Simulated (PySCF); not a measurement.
## Cr³⁺ (chromium, charge +3) across methods

[Ar] 3d3, high-spin 4F determinant. All numbers are calculated (PySCF 2.14, no relativity, point nucleus, in aug-cc-pVTZ with one added diffuse shell each of s, p, d, f, g type (9s8p6d4f3g, 118 functions)).

```json
{"method": "LDA", "E (hartree)": "-1040.102", "mean ε 3p α (eV)": "-84.663", "mean ε 3p β (eV)": "-81.455", "mean ε 3d α (eV)": "-40.931", "Σ⟨r²⟩ (bohr²)": "13.28", "⟨S²⟩": "3.750"}
{"method": "UHF", "E (hartree)": "-1041.48477", "mean ε 3p α (eV)": "-99.977", "mean ε 3p β (eV)": "-91.613", "mean ε 3d α (eV)": "-50.556", "Σ⟨r²⟩ (bohr²)": "13.11", "⟨S²⟩": "3.753"}
{"method": "TPSSh", "E (hartree)": "-1042.446", "mean ε 3p α (eV)": "-86.687", "mean ε 3p β (eV)": "-82.785", "mean ε 3d α (eV)": "-42.002", "Σ⟨r²⟩ (bohr²)": "13.20", "⟨S²⟩": "3.751"}
{"method": "PBE", "E (hartree)": "-1042.157", "mean ε 3p α (eV)": "-84.677", "mean ε 3p β (eV)": "-81.379", "mean ε 3d α (eV)": "-40.916", "Σ⟨r²⟩ (bohr²)": "13.26", "⟨S²⟩": "3.750"}
{"method": "wB97X", "E (hartree)": "-1042.441", "mean ε 3p α (eV)": "-90.765", "mean ε 3p β (eV)": "-86.745", "mean ε 3d α (eV)": "-45.704", "Σ⟨r²⟩ (bohr²)": "13.13", "⟨S²⟩": "3.751"}
{"method": "TPSS", "E (hartree)": "-1042.452", "mean ε 3p α (eV)": "-85.089", "mean ε 3p β (eV)": "-81.632", "mean ε 3d α (eV)": "-40.965", "Σ⟨r²⟩ (bohr²)": "13.23", "⟨S²⟩": "3.751"}
{"method": "r2SCAN", "E (hartree)": "-1042.399", "mean ε 3p α (eV)": "-86.136", "mean ε 3p β (eV)": "-82.148", "mean ε 3d α (eV)": "-41.528", "Σ⟨r²⟩ (bohr²)": "13.16", "⟨S²⟩": "3.751"}
{"method": "PBE0", "E (hartree)": "-1042.215", "mean ε 3p α (eV)": "-88.773", "mean ε 3p β (eV)": "-84.332", "mean ε 3d α (eV)": "-43.524", "Σ⟨r²⟩ (bohr²)": "13.19", "⟨S²⟩": "3.751"}
```
